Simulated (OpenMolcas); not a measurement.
# Multiconfigurational calculation on O+

Input:

```
&GATEWAY
Coord
1

O 0.0 0.0 0.0
Basis=ANO-RCC-MB
Group=XYZ
NoMove
AngMom=0.0 0.0 0.0
AMFI
&SEWARD
Relativistic=R03O02
&RASSCF
FileOrb=start.orb
Symmetry=2
Spin=4
nActEl=5 0 0
Inactive=1 0
Ras2=1 3
CIRoot=1 1 1
SDav=1
CIMx=300
Iter=120 100
PrWF=0.3
OrbListing=Nothing
MaxOrb=0
Atom
>>> COPY $Project.JobIph JOB001
&RASSCF
FileOrb=start.orb
Symmetry=2
Spin=2
nActEl=5 0 0
Inactive=1 0
Ras2=1 3
CIRoot=8 8 1
SDav=11
CIMx=300
Iter=120 100
PrWF=0.3
OrbListing=Nothing
MaxOrb=0
Atom
>>> COPY $Project.JobIph JOB002
&RASSCF
FileOrb=start.orb
Symmetry=1
Spin=4
nActEl=5 0 0
Inactive=1 0
Ras2=1 3
CIRoot=3 3 1
SDav=3
CIMx=300
Iter=120 100
PrWF=0.3
OrbListing=Nothing
MaxOrb=0
Atom
>>> COPY $Project.JobIph JOB003
&RASSCF
FileOrb=start.orb
Symmetry=1
Spin=2
nActEl=5 0 0
Inactive=1 0
Ras2=1 3
CIRoot=9 9 1
SDav=9
CIMx=300
Iter=120 100
PrWF=0.3
OrbListing=Nothing
MaxOrb=0
Atom
>>> COPY $Project.JobIph JOB004
&RASSI
NrOfJobIphs=4 1 8 3 9
1
1 2 3 4 5 6 7 8
1 2 3
1 2 3 4 5 6 7 8 9
IphNames
JOB001
JOB002
JOB003
JOB004
EJob
SpinOrbit
DIPRint=1.0
SOCoupling=1000.0
Subsets=2
MEES
Property=10
'ANGMOM' 1 'ANGMOM' 2 'ANGMOM' 3 'MLTPL  1' 1 'MLTPL  1' 2 'MLTPL  1' 3
'AMFI' 1 'AMFI' 2 'AMFI' 3 'MLTPL  2' 6
SOProperty=3
'ANGMOM' 1 'ANGMOM' 2 'ANGMOM' 3
```

Launched by
```bash
OMP_NUM_THREADS=1 MOLCAS_MEM=2252 MOLCAS_PROJECT=a pymolcas a.inp > a.log  # once for each step of the input, in one work folder
```

A driver script runs the steps one by one and writes start.orb anew before each from the orbitals found so far.

Output, cut to the results:

```
--- SEWARD ---
Basis set label: O.ANO-RCC...2S1P.

      Electronic valence basis set:
      ------------------
      Associated Effective Charge   8.000000 au
      Associated Actual Charge      8.000000 au
      Nuclear Model: Point charge

      Shell  nPrim  nBasis  Cartesian Spherical Contaminant
         s      14       2        X
         p       9       1        X
Relativistic=R03O02
                  Relativistic Douglas-Kroll-Hess integrals:
                    - DKH order of Hamiltonian: 3
                    - DKH order of Properties : 2
--- RASSCF ---
Wave function specifications:
      -----------------------------

      Number of closed shell electrons           2
      Number of electrons in active shells       5
      Max number of holes in RAS1 space          0
      Max nr of electrons in RAS3 space          0
      Number of inactive orbitals                1
      Number of active orbitals                  4
      Number of secondary orbitals               0
      Spin quantum number                      1.5
      State symmetry                             2
Orbital specifications:
      -----------------------

      Symmetry species                           1   2
                                                ag  au
      Frozen orbitals                            0   0
      Inactive orbitals                          1   0
      Active orbitals                            1   3
      RAS1 orbitals                              0   0
      RAS2 orbitals                              1   3
      RAS3 orbitals                              0   0
      Secondary orbitals                         0   0
      Deleted orbitals                           0   0
      Number of basis functions                  2   3
      Number of CSFs                             1
      Number of root(s) required                 1
      Iter CI   SX   CI       RASSCF       Energy    max ROT     max BLB   max BLB  Level Ln srch  Step   QN
          iter iter root      energy       change     param      element    value   shift minimum  type update
 Nr of preliminary CI iterations:   1
 ###############################################################################
 ###############################################################################
 ###                                                                         ###
 ###                                                                         ###
 ###    WARNING: Problems in orbital optimization.                           ###
 ###                                                                         ###
 ###                                                                         ###
 ###############################################################################
 ###############################################################################
  Warning: In symmetry  1, orbital p=   2 has diagonal density matrix element D(p,p) close to two. (2 - D(p,p))=  0.000000E+00
        1   1    1    1   -74.30984841    0.00E+00   0.00E+00    3   3 2  0.00E+00   0.50   0.00    SX    NO
        ...
 ###############################################################################
 ###############################################################################
  Warning: In symmetry  1, orbital p=   2 has diagonal density matrix element D(p,p) close to two. (2 - D(p,p))=  0.000000E+00
        4   1    1    1   -74.30984841    0.00E+00   0.00E+00    3   3 2  0.00E+00   0.50   0.00    SX    NO
      Convergence after  4 iterations
        5   1    1    1   -74.30984841    0.00E+00   0.00E+00    3   3 2  0.00E+00   0.50   0.00    SX    NO
      Natural orbitals and occupation numbers for root  1
      sym 1:   2.000000
      sym 2:   1.000000   1.000000   1.000000
::    RASSCF root number  1 Total energy:    -74.30984841
--- RASSCF ---
Wave function specifications:
      -----------------------------

      Number of closed shell electrons           2
      Number of electrons in active shells       5
      Max number of holes in RAS1 space          0
      Max nr of electrons in RAS3 space          0
      Number of inactive orbitals                1
      Number of active orbitals                  4
      Number of secondary orbitals               0
      Spin quantum number                      0.5
      State symmetry                             2
Orbital specifications:
      -----------------------

      Symmetry species                           1   2
...
--- RASSI ---
SPIN-FREE ENERGIES:
  (Shifted by EMIN (a.u.) =        -74.3098484056)

 SF State       Relative EMIN(au)   Rel lowest level(eV)    D:o, cm**(-1)      L_eff

     1             0.0000000000        0.0000000000              0.0000         0.0
     2             0.1187693126        3.2318776383          26066.8511         2.0
     3             0.1187693126        3.2318776383          26066.8511         2.0
     4             0.1187693126        3.2318776383          26066.8511         2.0
     5             0.1187693126        3.2318776383          26066.8511         2.0
     6             0.1187693126        3.2318776383          26066.8511         2.0
     7             0.1622676975        4.4155289919          35613.6431         1.0
     8             0.1622676975        4.4155289919          35613.6431         1.0
     9             0.1622676975        4.4155289919          35613.6431         1.0
    10             0.5605447229       15.2531989635         123025.3464         1.0
    11             0.5605447229       15.2531989635         123025.3464         1.0
    12             0.5605447229       15.2531989635         123025.3464         1.0
    13             0.7953496839       21.6425674494         174559.0787         2.0
    14             0.7953496839       21.6425674494         174559.0787         2.0
    15             0.7953496839       21.6425674494         174559.0787         2.0
    16             0.7953496839       21.6425674494         174559.0787         2.0
    17             0.7953496839       21.6425674494         174559.0787         2.0
    18             0.9141189965       24.8744450878         200625.9298         0.0
    19             1.0270460706       27.9473473188         225410.5577         1.0
    20             1.0270460706       27.9473473188         225410.5577         1.0
    21             1.0270460706       27.9473473188         225410.5577         1.0
     Dipole printing threshold changed to   1.00000000E+00

...
```

Levels above the lowest, from the spin-orbit matrix, grouped by J:

| Configuration | Term | J | E (cm-1) | Measured (cm-1) | Term weight % |
| --- | --- | --- | --- | --- | --- |
| 2s2 2p3 | 4S* | 3/2 | 0.0 | 0.0 | 100 |
| 2s2 2p3 | 2D* | 3/2 | 26065 | 26831 | 100 |
| 2s2 2p3 | 2D* | 5/2 | 26067 | 26811 | 100 |
| 2s2 2p3 | 2P* | 3/2 | 35616 | 40468 | 100 |
| 2s2 2p3 | 2P* | 1/2 | 35618 | 40470 | 100 |
| 2s 2p4 | 4P | 5/2 | 122952 | 119837 | 100 |
| 2s 2p4 | 4P | 3/2 | 123075 | 120000 | 100 |
| 2s 2p4 | 4P | 1/2 | 123149 | 120083 | 100 |
| 2s 2p4 | 2D | 3/2 | 174560 | 165996 | 100 |
| 2s 2p4 | 2D | 5/2 | 174560 | 165988 | 100 |
| 2s 2p4 | 2S | 1/2 | 200626 | 195710 | 100 |
| 2s 2p4 | 2P | 3/2 | 225362 | 212594 | 100 |
| 2s 2p4 | 2P | 1/2 | 225510 | 212762 | 100 |

Against the 12 measured excited levels shown (NIST Handbook of Basic Atomic Spectroscopic Data) the mean absolute deviation is 5700 cm-1; the largest miss in energy is 2s 2p4 2P 3/2: computed 225362, measured 212594 cm-1 (+6.0 %), and the largest in proportion 2s2 2p3 2P* 3/2 (-12.0 %).

Without dynamic correlation excited terms often stand tens of per cent too high (terms of higher spin than the ground term too low), and those without a measured partner can miss by more than the paired ones. Computed and measured levels are paired by configuration, term and J; levels that our copy of the source lacks, or whose pairing is in doubt (as where it misses far off the trend of its configuration), stay unpaired and out of the deviations. Only configurations of the active space appear. The first state left out of the spin-orbit step lies near 340000 cm-1 above the lowest spin-free state of the reference (among the parities and spins computed), and the list stops at four fifths of that energy or lower.

The term weight is that of the spin-free term in the level, not the purity of its configuration. * marks odd parity.
